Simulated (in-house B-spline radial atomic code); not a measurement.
A calculation on C III (C2+): its settings, and results tabulated from the run. Computed with a B-spline radial code for spherical atoms: non-relativistic PBE0, spin-polarised, spherical fractional occupations, point nucleus, inside a hard spherical wall at 2.53 bohr.

Command:
```bash
python run_scf.py task.json out
```
Settings:
```
Z                6
configuration    [He] 2s2
hamiltonian      nr
method           pbe0
spin_polarised   True
wall_radius      2.53
```

Output (hartree, bohr):
```
 radial grid: 32 intervals, B-splines of order 8, outer radius 2.53 bohr

 iter        energy (Eh)    residual
    1         -35.961091    1.66e-01
    2         -36.223425    1.22e-02
    3         -36.224535    5.64e-03
    4         -36.224775    2.62e-03
    5         -36.224841    1.95e-04
    6         -36.224841    4.04e-06
    7         -36.224841    4.22e-08

 total energy                       -36.22484
 kinetic                              37.6745
 electron-nucleus                    -82.0005
 Hartree                              12.6018
 exact exchange                       -1.1070
 exchange-correlation                 -3.3936

 orbital      occ     eigenvalue          <r>       <r^2>       <1/r>       r_max
 1s up      1.000       -11.4848      0.26986   0.0984745     5.65079      0.1743
 1s down    1.000       -11.4848      0.26986   0.0984745     5.65079      0.1743
 2s up      1.000        -1.3540      1.19105     1.59972     1.18258       1.093
 2s down    1.000        -1.3540      1.19105     1.59972     1.18258       1.093
```

Cost of the run: 0.03 s on 1 thread of Arm Neoverse V1, on a shared host.
